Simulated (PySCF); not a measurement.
A search over the determinants of TlP

Unrestricted PBE0; PySCF, scalar-relativistic core potentials, basis sets Tl def2-SVP with ECP60, P def2-SVP. Outer shells of the fragments: Tl 5d10 6s2 6p1; P 3s2 3p3.

Followed along the bond (rough minima from three points):

```
2Ms+1  unpaired  ⟨S²⟩ at the start  R at minimum (Å)  Te (eV)
    3      π ↑↑               2.01              2.74     0.00
    1      π ↑↓               1.01              2.74     0.34
    3  σ ↑, π ↑               2.01              2.54     0.35
    1  σ ↓, π ↑               1.02              2.52     0.59
    1      none               0.00              2.72     1.39
```

Solutions found at the starting distance of 2.495 Å, counted from the lowest of them; the search is not exhaustive and high or unbound solutions are not listed, so other states can lie among these:

| 2Ms+1 | unpaired | term | E (eV) | ⟨S²⟩ | ⟨Lz²⟩ | μ (D) |
| --- | --- | --- | --- | --- | --- | --- |
| 3 | π ↑↑ | ³Σ⁻ | 0.00 | 2.01 | 0.00 | -1.50 |
| 3 | σ ↑, π ↑ | ³Π | 0.14 | 2.01 | 1.02 | -2.89 |
| 1 | π ↑↓ | mixed | 0.33 | 1.01 | 2.01 | -1.42 |
| 1 | σ ↓, π ↑ | mixed | 0.38 | 1.02 | 1.02 | -2.89 |
| 1 | none | mixed | 1.37 | 0.00 | 2.00 | -1.05 |
| 1 | none | ¹Σ⁺ | 1.44 | 0.00 | 0.00 | -3.96 |

A term symbol is given only where ⟨S²⟩ and ⟨Lz²⟩ are close to those of a pure state; real π, δ and φ orbitals otherwise mix terms. A positive dipole means Tl(−)P(+).

Spin–orbit coupling is left out, which matters for elements this heavy, above all for dissociation energies.
